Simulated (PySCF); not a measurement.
**Electron correlation in Al (aluminium, neutral)**

[Ne] 3s2 3d1, 2D determinant (an excited configuration). Calculation: PySCF 2.14, in x2c-TZVPPall with one added diffuse shell each of s, p, d type (6s6p4d1f, 51 functions); scalar relativity by spin-free X2C-1e. Frozen: 1s2; 11 electrons correlated.

| level | correlation energy (mhartree) |
| --- | --- |
| CCSD | -205.90 |
| (T) | -7.56 |
| CCSD(T) | -213.46 |

Diagnostics: T1 = 0.032, D1 = 0.1482, largest double amplitude 0.287.

**Question.** Is a single reference adequate?

**Answer.** Not fully. The outer electron is Rydberg-like, and this basis confines it to a smaller radius and binds it less than a complete one would. T1 exceeds 0.03, a sign that the reference determinant is poor. A double-excitation amplitude exceeds 0.15, a sign of near-degeneracy.

This basis was not built for core-valence correlation, so the inner-shell part is incomplete.
